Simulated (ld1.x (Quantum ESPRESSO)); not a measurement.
**u(r) = r·R(r): atom against pseudo-atom (K (Z = 19))**

Columns: radius, all-electron u(r) and pseudo u(r) of the 4s shell (level -2.79 eV) of potassium in the configuration [Ne] 3s2 3p6 4s0.5 4p0.5; LDA (PZ), scalar-relativistic, ultrasoft scheme, ld1.x (Quantum ESPRESSO) 7.5.

| r (bohr) | all-electron | pseudo |
| --- | --- | --- |
| 0.145 | -0.0515 | 0.1712 |
| 0.290 | -0.1174 | 0.3249 |
| 0.435 | -0.0295 | 0.4461 |
| 0.580 | 0.0859 | 0.5243 |
| 0.725 | 0.1688 | 0.5544 |
| 0.870 | 0.2058 | 0.5374 |
| 1.015 | 0.2027 | 0.4797 |
| 1.160 | 0.1705 | 0.3915 |
| 1.305 | 0.1199 | 0.2851 |
| 1.450 | 0.0592 | 0.1726 |
| 1.595 | -0.0055 | 0.0641 |
| 1.740 | -0.0700 | -0.0332 |
| 1.885 | -0.1317 | -0.1159 |
| 2.030 | -0.1889 | -0.1842 |
| 2.175 | -0.2409 | -0.2402 |
| 2.320 | -0.2872 | -0.2873 |
| 2.465 | -0.3278 | -0.3278 |
| 2.610 | -0.3629 | -0.3629 |
| 2.755 | -0.3926 | -0.3926 |
| 2.900 | -0.4176 | -0.4176 |
| 3.045 | -0.4380 | -0.4380 |
| 3.190 | -0.4545 | -0.4545 |
| 3.335 | -0.4673 | -0.4673 |
| 3.480 | -0.4768 | -0.4768 |
| 3.625 | -0.4834 | -0.4834 |
| 3.770 | -0.4873 | -0.4873 |

How many radial nodes do the two functions have?

The all-electron 4s function has n − l − 1 = 3 (the table is too coarse to show those close to the nucleus); the pseudo-wave has 1, since 1 lower shell of the same l stays in the valence.

At about which radius was the pseudo-wave matched?

2.50 bohr. The columns agree to 0.0005 from 2.32 bohr on; several derivatives are matched, so the curves merge somewhat inside the radius.

Is the pseudo-wave norm-conserving?

No, it belongs to an ultrasoft set: the norm inside the radius is not constrained, and the difference is carried by the augmentation charge.
